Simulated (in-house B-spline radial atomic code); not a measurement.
Values are calculated unless marked as measured or tabulated.
## C6 from the polarisability at imaginary frequency: neutral palladium

LC-wPBE linear response of the closed shell [Kr] 4d10, from an all-electron radial atomic-structure program (B-spline basis); scalar-relativistic (spin-free one-electron X2C), finite nucleus, no spin-orbit coupling; shells from n = 2 respond.

The dispersion coefficient of two like species is C6 = (3/π) ∫ α(iu)² du from 0 to ∞.

```tsv
u (hartree)	α(iu) (bohr³)
0	25.9
0.03	25.52
0.07	24.03
0.12	21.42
0.2	17.46
0.3	13.88
0.45	10.48
0.7	7.275
1	5.15
1.5	3.268
2.5	1.666
5	0.5714
```

Question: Fit one oscillator, α(iu) = α(0)/(1 + u²/ω²), through u = 0.7 and estimate C6.

Answer: From α(0)/α(iu) − 1 = 25.9/7.275 − 1 = 2.5601, ω = u/√2.5601 = 0.4375 hartree (11.9 eV). London's formula gives C6 = (3/4) α(0)² ω = 0.75 × 25.9² × 0.4375 = 220.1 hartree·bohr⁶, and the oscillator holds f = α(0) ω² = 4.96 electrons, of a sum of oscillator strengths of 44.5.

Question: How does that compare with the full integral?

Answer: The program's quadrature over all excitations gives C6 = 186.1, so the single oscillator is off by +18.3 %. At the last point the fit gives α = 0.197 against 0.571: higher excitations, and deeper shells where there are any, keep the true curve higher at large u.
